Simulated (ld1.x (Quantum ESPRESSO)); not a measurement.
# Cutoff test, hydrogen, ultrasoft

```
Element                 : H (Z = 1)
Generator               : ld1.x (Quantum ESPRESSO) 7.5
Type                    : ultrasoft
Functional              : PBEsol
Relativity              : fully relativistic
Frozen core             : none
Valence charge          : 1
Reference configuration : 1s1
Partial waves           : 1s (bound): rcut 1.00, rcutus 1.15 bohr; 1s channel at 2.7 Ry: rcut 1.00, rcutus 1.15 bohr; 2p channel at 0.45 Ry: rcut 0.95, rcutus 1.20 bohr; 2p channel at 1.1 Ry: rcut 0.95, rcutus 1.20 bohr
Local potential         : all-electron potential smoothed inside 1.10 bohr (lloc = -1)
Core correction         : none
Augmentation charge     : built from norm-conserving waves at rcut, not smoothed further
```

Open shells are filled in proportion to 2j + 1 (rel_dist='average').

The pseudo-atom Hamiltonian at the reference potential is diagonalised in spherical Bessel functions j_l(qr) that vanish at 20 bohr, with q² up to the cutoff. All-electron valence levels (Ry): 1s -0.4654.

Problem. How do the lowest levels (Ry) of each channel move with the cutoff, and are there ghosts?

Solution.

```csv
cutoff (Ry),s #1,s #2,p1/2 #1,p3/2 #1,p3/2 #2,d #1,d #2,f #1,Σ f·Δε (mRy)
8,-0.4299,0.0130,0.0306,0.0306,0.1024,0.0772,0.1852,0.1193,35.5
12,-0.4486,0.0121,0.0306,0.0306,0.1023,0.0772,0.1852,0.1193,16.8
18,-0.4597,0.0115,0.0306,0.0306,0.1023,0.0772,0.1852,0.1193,5.7
21,-0.4621,0.0114,0.0306,0.0306,0.1023,0.0772,0.1852,0.1193,3.3
30,-0.4649,0.0112,0.0306,0.0306,0.1023,0.0772,0.1852,0.1193,0.5
40,-0.4654,0.0112,0.0306,0.0306,0.1023,0.0772,0.1852,0.1193,0.0
400,-0.4654,0.0112,0.0306,0.0306,0.1023,0.0772,0.1852,0.1193,0.0
```

Result: no extra level below or beside the all-electron valence levels (s, p1/2, p3/2, d, f tested); 10 mRy is reached at 18 Ry and 1 mRy at 30 Ry.
